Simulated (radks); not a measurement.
The numbers below are computed, except where a source is named.
Mean orbital radii <r> (bohr) of the europium ion Eu2+, [Xe] 4f7, of relativity; Dirac values are averaged over j with weights 2j + 1. Spin-unpolarised spherical Kohn-Sham, BLYP, point nucleus unless stated (finite: rms radius 5.1115 fm), a radial shooting solver on a logarithmic mesh with Libxc functionals. A level marked "c x" has the speed of light scaled by that factor and shares open shells by 2j + 1; other Dirac levels either fill j = l - 1/2 first or share by 2j + 1.

| shell | non-rel. |
|---|---|
| 1s | 0.02408 |
| 2s | 0.1026 |
| 2p | 0.08705 |
| 3s | 0.2655 |
| 3p | 0.2552 |
| 3d | 0.2269 |
| 4s | 0.6005 |
| 4p | 0.6155 |
| 4d | 0.6546 |
| 5s | 1.471 |
| 5p | 1.661 |
| 4f | 0.9051 |

Give the values at the level "Dirac, c x 0.85".

Answer. 
shell  Dirac, c x 0.85  change of magnitude (%)
1s             0.02157                   -10.41
2s             0.09128                   -11.05
2p             0.08214                    -5.64
3s              0.2424                    -8.70
3p              0.2443                    -4.29
3d              0.2257                    -0.52
4s              0.5519                    -8.10
4p              0.5921                    -3.80
4d              0.6550                    +0.05
5s               1.341                    -8.81
5p               1.601                    -3.65
4f              0.9845                    +8.78
